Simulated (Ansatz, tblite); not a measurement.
Cost and result up the ladder for Ga₃Sb₂⁺ (5 atoms). Charge 1, multiplicity 1. Geometry: r2SCAN-D4/def2-SVP.

| atom | x (Å) | y (Å) | z (Å) |
| --- | --- | --- | --- |
| Ga1 | 1.7370 | -1.4581 | 0.3415 |
| Ga2 | -1.8700 | 2.1832 | 1.1952 |
| Ga3 | 0.6594 | -1.3802 | -1.9919 |
| Sb4 | -1.1350 | -0.6210 | 0.5910 |
| Sb5 | 0.6086 | 1.2761 | -0.1358 |

Ansatz on 4 threads of Arm Neoverse V1 on a shared host; xTB runs through tblite on one thread. Times are rough, summed over both states, and most runs start from the orbitals of an earlier one. PBE0-D4/def2-TZVP serves as the yardstick here, not as an exact answer. The other state is a triplet at its own geometry, which has other bonds, so the gap mixes isomer and spin.

In the def2 sets Sb takes a core potential; there is no spin–orbit coupling. The xTB rows come from tblite. At PBE0-D4/def2-TZVP a singlet of charge 1 lies 0.10 eV below the triplet, each at its own geometry. The structure comes from a short search, and lower isomers may exist.

Run but left out: HF/STO-3G (singlet: restricted singlet, unstable in another Hartree–Fock run and untested here); HF/def2-TZVP (singlet: restricted singlet, unstable towards broken spin symmetry); MP2/def2-TZVP (triplet: ⟨S²⟩ 2.19, where a pure state has 2.00).

xTB has no spin-polarisation term.

```csv
level,functions,wall time,triplet − singlet (eV),difference from PBE0-D4/def2-TZVP (eV)
GFN1-xTB,45,0.014 s,1.20,1.10
GFN2-xTB,45,0.019 s,0.99,0.89
LDA (SPW92)/def2-TZVP,244,7.5 s,0.35,0.25
PBE-D4/def2-TZVP,244,15 s,0.22,0.12
r2SCAN-D4/def2-TZVP (with forces),244,40 s,0.05,-0.05
PBE0-D4/def2-TZVP,244,40 s,0.10,0.00
```
